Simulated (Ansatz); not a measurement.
## Ligand exchange: C4H10BCl + C2H10OSi2 → C4H11BO + C2H9ClSi2

Species: C4H10BCl (chlorodiethylborane) `CCB(Cl)CC`, singlet; C2H10OSi2 `C[SiH2]C[SiH2]O`, singlet; C4H11BO `CCB(O)CC`, singlet; C2H9ClSi2 `C[SiH2]C[SiH2]Cl`, singlet. The partners trade Cl for OH: B–Cl and Si–OH bonds give way to B–OH and Si–Cl.

Shapes, held fixed at every level: PBE0-D4/def2-TZVP. Flexible molecules stand in one conformer, not always the lowest. Programs: Ansatz 0.2.0. Electronic energies: no zero-point or thermal term.

```json
{"level": "HF/def2-TZVPP", "kind": "Hartree–Fock", "ΔE (kJ/mol)": "-43.5"}
{"level": "PBE-D4/def2-TZVPP", "kind": "GGA", "ΔE (kJ/mol)": "-43.7"}
{"level": "r2SCAN-D4/def2-TZVPP", "kind": "meta-GGA", "ΔE (kJ/mol)": "-40.2"}
{"level": "B3LYP-D4/def2-TZVPP", "kind": "global hybrid", "ΔE (kJ/mol)": "-42.3"}
{"level": "PBE0-D4/def2-TZVPP", "kind": "global hybrid", "ΔE (kJ/mol)": "-43.4"}
{"level": "wB97M-V/def2-TZVPP", "kind": "range-separated hybrid", "ΔE (kJ/mol)": "-42.1"}
{"level": "wB97X-V/def2-TZVPP", "kind": "range-separated hybrid", "ΔE (kJ/mol)": "-41.7"}
{"level": "MP2/def2-TZVPP", "kind": "perturbation theory", "ΔE (kJ/mol)": "-38.0"}
```

MP2/def2-TZVPP gives ΔE = -38.0 kJ/mol; the levels span -43.7 to -38.0. The median of the levels is -42.2. No measured value is set beside it here.
